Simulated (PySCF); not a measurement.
Two species compared at the same levels of theory.

First species: C2H7FO2Si2.
SMILES: `O1[SiH2][C@H](C)O[Si@H]1F`

Second species: C5H10O2Si.
SMILES: `[SiH3]OCCC1=CCO1`

Levels: wB97X-D/def2-SVPD for HOMO energy, LUMO energy, HOMO–LUMO gap and static isotropic polarisability; TDDFT wB97X-D/def2-SVPD for lowest singlet excitation; TDA wB97X-D/def2-SVPD for lowest triplet excitation (Tamm–Dancoff). Geometries: GFN2-xTB. Each structure is a single optimised conformer of the isolated species, non-relativistic unless stated. Electronic properties by PySCF.

Dipoles, sizes and rotational constants follow the conformer. The torsions of the flexible species, by atom-mapped SMILES:
- `[SiH3:1][O:2][CH2:3][CH2:4][C:5]1=[CH:6][CH2:7][O:8]1`: Si1–O2–C3–C4 151°, O2–C3–C4–C5 -68°, C3–C4–C5–C6 1°

The conformers of `C[C@@H]1O[Si@@H](F)O[SiH2]1` aren't listed.

```
                                property   column X  column Y
                             HOMO energy  -10.15 eV  -8.28 eV
                             LUMO energy    1.58 eV   1.88 eV
                           HOMO–LUMO gap   11.73 eV  10.16 eV
               lowest singlet excitation    7.07 eV   6.50 eV
lowest triplet excitation (Tamm–Dancoff)    6.61 eV   4.20 eV
         static isotropic polarisability    72.3 au   89.2 au
```

Task: Which column belongs to which species?

Result: Column X is the first species and column Y the second. The first has 14 atoms and 72 electrons, the second 18 and 70.

Task: How does each property change from the first species to the second?

Result: HOMO energy +1.87 eV; LUMO energy +0.30 eV; HOMO–LUMO gap -1.57 eV; lowest singlet excitation -0.57 eV; lowest triplet excitation (Tamm–Dancoff) -2.41 eV; static isotropic polarisability +16.9 au.

On the first: The polarisability is 10.71 Å³ as a volume (1 au = 0.148185 Å³), or 1.00 au for each of the 72 electrons. The vertical singlet–triplet gap S1 − T1 is 0.46 eV (TDDFT singlet less Tamm–Dancoff triplet; S1: HOMO→LUMO, weight 0.93; T1: HOMO→LUMO, weight 0.90).

On the second: The polarisability is 13.21 Å³ as a volume (1 au = 0.148185 Å³), or 1.27 au for each of the 70 electrons. The vertical singlet–triplet gap S1 − T1 is 2.30 eV (TDDFT singlet less Tamm–Dancoff triplet).
